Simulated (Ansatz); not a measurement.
`[F][In]([F])[O][SiH3]` + H₂S → `[F][In]([SH])[O][SiH3]` + H–F at 700 K and 1 bar (ligand exchange at the In–F bond).

Calculated with Ansatz (gas phase, PBE0-D4/def2-TZVP geometries, no zero-point term in ΔE). CCSD(T)/CBS is the MP2 limit (def2-TZVPP, def2-QZVPP) plus CCSD(T) − MP2 in def2-TZVPP, frozen cores. This one scheme is used for every species. Elements past krypton have def2 core potentials. For In outer-core shells are correlated without core-valence functions, which leaves a few kJ/mol of doubt a bond. One conformer a species, not always the lowest.

| species | CCSD(T)/CBS energy (Eh) | H − E (kJ/mol) | S (J/(mol·K)) |
| --- | --- | --- | --- |
| `[F][In]([F])[O][SiH3]` | -755.56161 | 162.7 | 514.3 |
| H₂S | -398.97279 | 64.8 | 236.9 |
| `[F][In]([SH])[O][SiH3]` | -1054.15995 | 191.1 | 545.2 |
| H–F | -100.39570 | 45.2 | 198.5 |

H − E and S are ideal-gas, rigid-rotor, harmonic terms from PBE0-D4/def2-TZVP, for one conformer and one mirror image of each species. 1 Eh = 2625.50 kJ/mol, R = 8.31446 J/(mol·K).

By hand: ΔE, ΔH, ΔS and ΔG.

ΔE = (-1054.15995) + (-100.39570) − (-755.56161) − (-398.97279) = -0.02125 Eh = -55.8 kJ/mol. Δ(H − E) = 191.1 + 45.2 − 162.7 − 64.8 = 8.8, so ΔH = -47.0 kJ/mol. ΔS = 545.2 + 198.5 − 514.3 − 236.9 = -7.5 J/(mol·K). ΔG = -47.0 − 700 × (-7.5)/1000 = -41.8 kJ/mol.

By hand: the equilibrium constant, and the temperature at which ΔG would vanish if ΔH and ΔS stayed fixed.

log₁₀ K = −ΔG/(RT ln 10) = 3.1. ΔG = 0 at ΔH/ΔS = 6267 K, far beyond where these terms or the molecules hold.

The number of gas molecules stays the same, so ΔS is small and ΔH decides. A doubt of 5 kJ/mol in ΔE shifts log₁₀ K by 0.4 here. Other conformers and mirror images would add mixing entropy, several J/(mol·K) or more a flexible species. Modes under 60 cm⁻¹, often nearly free rotors, make the harmonic entropy too high. These are equilibria of isolated gas molecules and say nothing of rates. Largest T1 diagnostic: 0.017 (customary marks: 0.02 for closed shells, 0.045 for open ones).
